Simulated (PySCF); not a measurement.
Electronic structure of Ca²⁺ (calcium, charge +2) at the M06-2X level

Configuration: [Ar], closed-shell 1S. All numbers are calculated (PySCF 2.14, the non-relativistic Hamiltonian (point nucleus), in pcseg-2 (6s4p3d, 33 functions)).

```json
{
  "Total energy": "-676.909 hartree",
  "One-electron energy": "-916.213 hartree",
  "Hartree (Coulomb) energy": "275.030 hartree",
  "Exchange-correlation energy": "-35.726 hartree",
  "Kinetic energy": "676.69488 hartree",
  "⟨S²⟩": "0.0000",
  "⟨L²⟩": "0.000",
  "Sum of ⟨r⟩": "12.73 bohr",
  "Sum of ⟨r²⟩": "15.42 bohr²",
  "Density at the nucleus (Gaussians lack the cusp)": "5250 bohr⁻³",
  "Langevin diamagnetic susceptibility": "-12.2 ×10⁻⁶ cm³/mol",
  "Time after the integrals": "0.37 s of wall time on 1 thread of Neoverse-V1 (shared host)"
}
```

```
shell  electrons  mean orbital energy (hartree)  rms radius, mean of both spins (bohr)
   1s          2                     -147.29456                                 0.0897
   2s          2                      -16.41575                                  0.398
   2p          6                      -13.52654                                  0.364
   3s          2                       -2.51381                                   1.25
   3p          6                       -1.74312                                   1.37
```
